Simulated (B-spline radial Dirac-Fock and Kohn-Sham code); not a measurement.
**Compton profile of Yb²⁵⁺**

System: the Yb²⁵⁺ ion, [Kr] 4d9.

Model: the impulse approximation on Dirac-Fock densities. Program: a radial B-spline solver. pz is in atomic units of momentum; subshell profiles are per electron, for a selection of subshells; open shells are spread over both j values by their weights.

```
 pz   J total   J 2s1/2   J 2p1/2   J 3p1/2   J 4d5/2
  2     2.531    0.0378    0.0190    0.0500    0.0812
2.5     2.404    0.0373    0.0190    0.0497    0.0797
  3     2.251    0.0367    0.0190    0.0492    0.0767
  4     1.896    0.0351    0.0190    0.0473    0.0652
  5     1.540    0.0332    0.0190    0.0442    0.0483
  7     1.019    0.0287    0.0188    0.0345    0.0180
 10    0.6504    0.0213    0.0180    0.0182   0.00407
 15    0.3468    0.0106    0.0155   0.00399   0.00320
 20    0.1921   0.00439    0.0121   0.00188   0.00165
 30   0.07124   0.00108   0.00584   0.00152  0.000254
 40   0.03236  0.000951   0.00250  0.000748  4.14e-05
 60  0.009909  0.000628  0.000476  0.000140  1.98e-06
100  0.001843  0.000138  3.57e-05  9.76e-06    < 1e-6
```

**Question.** What is the peak value J(0), and which subshell contributes most to it?

**Answer.** J(0) = 2.754. The 4d5/2 subshell gives the largest part, 16 %.

Mean momentum ⟨p⟩ by subshell (a.u.): 1s1/2 71.0, 2s1/2 25.3, 2p1/2 33.5, 2p3/2 30.1, 3s1/2 12.8, 3p1/2 15.3, 3p3/2 14.3, 3d3/2 17.2, 3d5/2 16.8, 4s1/2 7.13, 4p1/2 8.00, 4p3/2 7.65, 4d3/2 8.55, 4d5/2 8.42.

Values without a named source are computed, but for edge energies of neutral atoms, which are taken from tables.
